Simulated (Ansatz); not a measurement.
Mulliken charges of `[OH][AlH][SiH2]P` from ωB97M-V/def2-TZVPP in Ansatz (PBE0-D4/def2-TZVP geometry).

```
atom   x (Å)   y (Å)   z (Å)  charge (e)
  O1  -2.074   0.925  -1.106      -0.391
 Al2  -0.671   1.270  -0.213       0.476
 Si3   1.170  -0.300  -0.491      -0.007
  P4   1.049  -1.942   1.082      -0.201
  H5  -2.885   1.425  -1.028       0.160
  H6  -0.683   2.482   0.817      -0.123
  H7   1.188  -0.995  -1.808      -0.015
  H8   2.509   0.330  -0.299      -0.020
  H9  -0.336  -2.195   0.884       0.064
 H10   0.815  -1.051   2.165       0.057
```

Question: By hand: the dipole of these point charges (1 e Å = 4.8032 D).

Answer: Σ q r = (-0.148, 0.366, 0.065) e Å, of length 0.400 e Å = 1.92 D.

Question: How does the dipole of the full density compare? (Estimate.)

Answer: Computed: (-0.240, 0.312, 0.039) e Å, 1.90 D; the point charges give 1.01 times that, at 16° from its direction.

Point charges leave out the atoms' own dipoles, such as those of lone pairs, and Mulliken's split depends on the basis, so the close match here is no proof of good charges.
